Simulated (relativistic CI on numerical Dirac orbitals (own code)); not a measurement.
**Level scheme of Dy49+**

Calculated at this level of theory: Dirac-Coulomb-Breit CI, orbitals from a KLI potential per configuration, QED by a radiative potential, unscaled Slater integrals (own radial code, finite nucleus).

Configurations in the expansion (outside the closed core [Ne]): 3s2 3p5, 3s 3p6, 3s2 3p4 3d, 3s 3p5 3d, 3p6 3d, 3s 3p4 3d2, 3s2 3p3 3d 4p, 3p6 4s, 3s 3p4 3d 4s, 3s2 3p4 4s, 3p6 4p, 3s2 3p4 4p, 3s2 3p3 3d2, 3s2 3p2 3d3, 3s 3p3 3d3, 3s2 3p2 3d2 4s, 3s2 3p2 3d2 4p. Double excitations out of closed p, d and f shells are left out; levels of such configurations are missing from the list, as are those of other unlisted configurations, and high levels can miss mixing partners.

The lowest level is 3s2 3p5 2P°_3/2, with 99 % of that term; Hund's rules for 3s2 3p5 give 2P° with J = 3/2, in agreement.

```csv
No.,Configuration,Term,J,E (Ry),%,Next component (%)
1,3s2 3p5,2P°,3/2,0.0000,99,1 3s2 3p3 3d2 2P°
2,3s2 3p5,2P°,1/2,14.7763,98,1 3s2 3p3 3d2 2P°
3,3p4(3P) 3d,4D,3/2,14.9446,37,34 2D
4,3p4(3P) 3d,4D,5/2,15.2916,42,20 2F
5,3p4(3P) 3d,4P,1/2,15.3518,48,27 2P
6,3p4(3P) 3d,2F,7/2,15.6075,33,30 4F
7,3p4(1S) 3d,2D,3/2,16.7831,61,19 4F
8,3p4(3P) 3d,2F,7/2,18.4451,47,43 4D
9,3p4(3P) 3d,4F,9/2,18.6161,69,31 2G
10,3p4(3P) 3d,2P,1/2,18.8791,54,24 2S
11,3p4(1S) 3d,2D,5/2,20.4326,53,22 4P
12,3p4(3P) 3d,2P,3/2,20.8363,35,35 2D
13,3p4(3P) 3d,2D,5/2,21.0940,49,18 2F
14,3s 3p6,2S,1/2,26.7927,71,13 3s2 3p4 3d 4P
15,3p4(3P) 3d,4D,1/2,28.9728,78,15 2P
16,3p4(3P) 3d,4D,3/2,29.6646,33,29 4F
17,3p4(3P) 3d,4F,5/2,30.2495,48,36 2F
18,3p4(1D) 3d,2G,7/2,30.3473,59,25 2F
19,3p3(2P°) 3d2(3F),4F°,3/2,30.8362,29,24 2D°
20,3p3(2P°) 3d2(3F),4F°,5/2,31.1762,25,21 4G°
21,3p3(2P°) 3d2(3F),4D°,1/2,31.1968,46,24 2P°
22,3p3(2P°) 3d2(3F),2G°,7/2,31.3686,21,19 2F°
23,3p4(3P) 3d,2D,5/2,32.4334,53,25 2F
24,3p4(1D) 3d,2P,3/2,32.5213,50,24 4P
25,3p3(2P°) 3d2(3P),4P°,3/2,32.7056,18,17 2P°
26,3p4(3P) 3d,4D,7/2,32.7849,42,39 4F
27,3p4(1D) 3d,2S,1/2,32.8745,31,28 2P
28,3p4(3P) 3d,2P,3/2,33.3827,48,18 2D
29,3p4(3P) 3d,2F,5/2,33.6418,46,21 4P
30,3p4(1D) 3d,2G,9/2,33.6481,68,31 4F
31,3p4(1D) 3d,2D,5/2,34.1024,52,27 4P
32,3p3(2P°) 3d2(3F),4G°,9/2,34.2167,32,22 6F°
33,3s2 3p3 3d2,2F°,7/2,34.4580,24,19 4F°
34,3p4(1D) 3d,2F,7/2,34.6613,76,12 4F
35,3p3(2P°) 3d2(3F),4D°,3/2,34.8928,31,14 2D°
36,3p3(2D°) 3d2(3P),4P°,1/2,34.9220,48,20 2S°
37,3p3(2P°) 3d2(3F),2F°,5/2,35.0199,23,20 4D°
38,3p3(4S°) 3d2(3P),6P°,5/2,35.1687,25,24 4D°
39,3p3(2P°) 3d2(3F),4G°,11/2,35.2404,39,30 2H°
40,3s2 3p3 3d2,2F°,7/2,35.4556,25,20 2G°
41,3p4(3P) 3d,2D,3/2,36.1628,67,13 2P
42,3s2 3p3 3d2,4F°,7/2,36.2556,18,18 2G°
43,3p3(2P°) 3d2(3P),2D°,5/2,36.3459,26,21 4F°
44,3p3(2P°) 3d2(1D),2P°,3/2,36.5342,26,20 4F°
45,3p4(3P) 3d,2P,1/2,36.8987,67,27 2S
46,3p3(2P°) 3d2(1G),2G°,9/2,36.9648,37,28 2H°
47,3p3(2D°) 3d2(3P),4F°,3/2,37.1167,26,22 2D°
48,3p3(2P°) 3d2(1G),2F°,5/2,37.5416,37,25 2D°
49,3p3(2P°) 3d2(3P),2P°,1/2,37.5823,42,35 4D°
50,3p3(2P°) 3d2(3F),4G°,11/2,38.7266,33,31 2H°
51,3p3(2P°) 3d2(1G),2F°,5/2,38.7749,24,23 2D°
52,3p3(2P°) 3d2(1D),2F°,7/2,39.1239,27,27 4D°
53,3p3(2P°) 3d2(3F),4F°,9/2,39.2328,37,22 2G°
54,3p3(2P°) 3d2(1D),2P°,1/2,40.0262,43,29 4D°
55,3s 3p5 3d,4P°,1/2,40.4748,72,13 3s2 3p3 3d2 4P°
56,3p3(2P°) 3d2(3F),2F°,7/2,40.9568,22,18 2G°
57,3p3(2P°) 3d2(3F),2D°,5/2,41.2330,21,19 2F°
58,3p3(2P°) 3d2(1S),2P°,3/2,41.2954,25,19 2D°
59,3s 3p5 3d,4P°,3/2,41.4246,49,18 4D°
60,3p3(2P°) 3d2(1S),2P°,3/2,42.0868,25,24 2D°
61,3s 3p5 3d,4F°,7/2,42.0947,38,34 2F°
62,3s 3p5 3d,4D°,5/2,42.1242,35,25 4F°
63,3s 3p5 3d,2P°,1/2,43.1501,32,18 3s2 3p3 3d2 4D°
64,3s 3p5 3d,2D°,3/2,43.4319,27,18 4F°
65,3s 3p5 3d,2F°,5/2,43.6229,44,14 4F°
66,3s 3p5 3d,4F°,9/2,44.4277,86,7 3s2 3p3 3d2 4F°
67,3p3(4S°) 3d2(3F),6F°,3/2,45.3538,24,20 4F°
68,3p3(2D°) 3d2(3F),4G°,5/2,45.4196,25,25 4F°
69,3s 3p5 3d,2D°,5/2,45.5031,38,31 4P°
70,3p3(2D°) 3d2(3F),4D°,1/2,45.6806,26,24 3s 3p5 3d 2P°
```

Energies count from the lowest computed level; ° marks odd parity. Percentages are summed over parent terms; the parents shown are those of the largest component, closed shells are left out there.

The mean weight of the leading LS term, summed over parents, in these 70 levels is 42 %, and that of the leading jj configuration (from the same eigenvectors) 89 %, so jj coupling describes them better and the LS labels are nominal.

At this charge energies of transitions that change n are usually good to better than 1 %, and those within a shell (Δn = 0) to a few per cent.

LS names give the leading component of a level, which can be under half, so a name can repeat, a term be missing and a line seem to break the LS rules.
